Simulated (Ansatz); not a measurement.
Reaction (silylene formation by 1,1-elimination): `C[Si]([AlH2])([SiH3])Cl` → `[AlH2][SiH3]` + `C[Si]Cl`

Computed with Ansatz on PBE0-D4/def2-TZVP structures; ΔE is electronic, products minus reactants. CCSD(T)/CBS is the MP2 limit (def2-TZVPP, def2-QZVPP) plus CCSD(T) − MP2 in def2-TZVPP, frozen cores. This one scheme is used for every species. DFT in def2-TZVPP. B3LYP here is the variant with VWN-RPA as its local correlation; programs differ in this.

(1) Is it downhill or uphill in electronic energy at CCSD(T)/CBS, and by how much? (Estimate.)

(2) What do these levels give: r2SCAN-D4, ωB97M-V, PBE, PBE0, B3LYP, CCSD(T)/def2-TZVPP? (Best estimate.)

Largest T1 diagnostic among the species: 0.012.

## Answers

(1) The calculation gave: Uphill: ΔE = +188.7 kJ/mol.

(2) The calculation gave: r2SCAN-D4 204.3, ωB97M-V 177.6, PBE 181.4, PBE0 192.3, B3LYP 161.9, CCSD(T)/def2-TZVPP 182.7 kJ/mol.

In def2-TZVPP, CCSD(T) changes the Hartree–Fock value by +19.0 kJ/mol (the triples alone add +4.2 kJ/mol) and MP2 by +33.8 kJ/mol. From PBE to PBE0 (25 % exact exchange), in def2-TZVPP and without D4, ΔE moves by +10.9 kJ/mol. The D4 term adds +21.2 kJ/mol with B3LYP and +12.2 kJ/mol with PBE0; it sums over pairs of atoms, weighted by their polarisabilities, and B3LYP, whose exchange is more repulsive, gets the larger term.
